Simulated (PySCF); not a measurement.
Computed with B3LYP-D3(BJ)/def2-TZVP // PBE0-D4/def2-TZVP run with PySCF 2.14.0. Gas-phase values, no solvent. One relaxed conformer stands for a flexible species; it need not be the lowest. B3LYP has the VWN-RPA correlation part, as in Gaussian. Delta-SCF ions had no search for a lower state. 

Reference species (SMILES): `[CH3][In]([CH3])[SH]` (C–In–S–H torsion 0°) (neutral, multiplicity 1).

| Item | Result |
|---|---|
| HOMO | -6.79 eV |
| vertical ionisation energy (Delta-SCF) | 9.07 eV |

Changed species: `[CH3][In]([CH3])[CH3]` (0 of 3 CH3 replaced by SH; the reference has 1 of 3 CH3 replaced by SH).

Q: Give the shifts of the HOMO and vertical ionisation energy (Delta-SCF).

A: the HOMO stays essentially unchanged; the vertical ionisation energy (Delta-SCF) drops by 0.21 eV, to 8.86 eV.
